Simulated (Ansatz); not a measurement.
Cd₃, relaxed as a quintet with UKS PBE/def2-TZVP in Ansatz, starting from the PBE/def2-TZVP geometry of the neutral singlet. Force threshold 0.02 eV/Å.

In the def2 sets Cd takes a core potential; there is no spin–orbit coupling. The relaxation made no stability test and no search for a lower SCF solution. At PBE/def2-TZVP a singlet of charge 0 lies 5.05 eV below the quintet, each at its own geometry. The structure comes from a short search, and lower isomers may exist.

Start:

```xyz
3

Cd   -0.3196    1.5533   -1.0885
Cd    0.7781   -1.5774   -0.7793
Cd   -0.4585    0.0240    1.8678
```

```
step  energy (eV)  largest force component (eV/Å)  SCF passes
   1  -13691.9765                           0.856          15
   2  -13692.1997                           0.765          20
   3  -13692.4909                           0.032          23
   4  -13692.4909                           0.027          21
   5  -13692.4911                           0.000          21
```

Force components are those of the run's own axes.

End:

```xyz
3

Cd   -0.274    1.331   -0.933
Cd    0.667   -1.351   -0.668
Cd   -0.393    0.020    1.600
```

By distances, no bond broke or formed. The bond that changes most is Cd1–Cd2, from 3.33 to 2.85 Å (atoms count from 1).

No frequencies were taken in this run, so the end may be a saddle point.

Hardware: 4 threads of Arm Neoverse V1 on a shared host. Wall time 6 s.
